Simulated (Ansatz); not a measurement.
Consider the cleavage of the Ge–Si bond: `C[SiH2][GeH3]` + `OC#C[SiH3]` → `[SiH3]C#C[O][GeH3]` + `C[SiH3]`.

Calculated with Ansatz (gas phase, PBE0-D4/def2-TZVP geometries, no zero-point term in ΔE). CBS: MP2 limit from def2 TZ/QZ plus the TZ coupled-cluster correction, frozen cores. This one scheme is used for every species. DFT in def2-TZVPP. B3LYP here is the variant with VWN-RPA as its local correlation; programs differ in this. For Ge outer-core shells are correlated without core-valence functions, which leaves a few kJ/mol of doubt a bond. Scalar relativity is left out up to krypton. Each species was taken in one conformer, which may not be the lowest.

(1) Is it downhill or uphill in electronic energy at CCSD(T)/CBS, and by how much? (Estimate.)

(2) What do these levels give: PBE-D4, r2SCAN-D4, PBE0-D4, r2SCAN, PBE0, B3LYP, MP2/def2-TZVPP, CCSD/def2-TZVPP, CCSD(T)/def2-TZVPP, SCS-MP2/def2-QZVPP, HF/CBS(def2), CCSD/CBS(def2)? (Estimate.)

Largest T1 diagnostic among the species: 0.013.

## Answers

(1) Ansatz gave: Downhill: ΔE = -24.7 kJ/mol.

(2) Computed: PBE-D4 -12.5, r2SCAN-D4 -23.6, PBE0-D4 -14.4, r2SCAN -23.6, PBE0 -14.7, B3LYP -29.8, MP2/def2-TZVPP -35.5, CCSD/def2-TZVPP -30.1, CCSD(T)/def2-TZVPP -29.7, SCS-MP2/def2-QZVPP -39.1, HF/CBS(def2) -50.9, CCSD/CBS(def2) -25.2 kJ/mol.

In def2-TZVPP, CCSD(T) changes the Hartree–Fock value by +19.3 kJ/mol (the triples alone add +0.5 kJ/mol) and MP2 by +13.5 kJ/mol.
